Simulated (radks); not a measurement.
Species: Al. Configuration: [Ne] 3s1 3p2 (not the ground configuration).

All-electron calculation, scalar-relativistic Kohn-Sham, LDA (Slater exchange, Perdew-Wang correlation), spin-unpolarised, spherical densities, point nucleus. Program: a radial shooting solver on a logarithmic mesh with Libxc functionals.

Energy parts (eV):
total: -6573.634
kinetic: 6578.472
electron-nucleus: -15728.454
Hartree: 3050.585
exchange-correlation: -474.237

Orbitals (lengths in bohr, moments of r in powers of bohr; <r^-3> diverges for s and p1/2):
orbital  occ.  eigenvalue (eV)  <r^-3>    <r^2>     <r>
1s          2        -1506.123       -  0.01960  0.1206
2s          2        -109.2924       -   0.4744  0.6288
2p          6         -71.4927   35.82   0.4642  0.6040
3s          1          -8.6637       -    7.184   2.480
3p          2          -3.4057   1.568    12.88   3.279

The highest occupied level is 3p at -3.406 eV. Summed over all electrons, <r^2> = 36.72 bohr^2, which gives a Langevin (diamagnetic) susceptibility term of -29.1 x 10^-6 cm^3/mol.
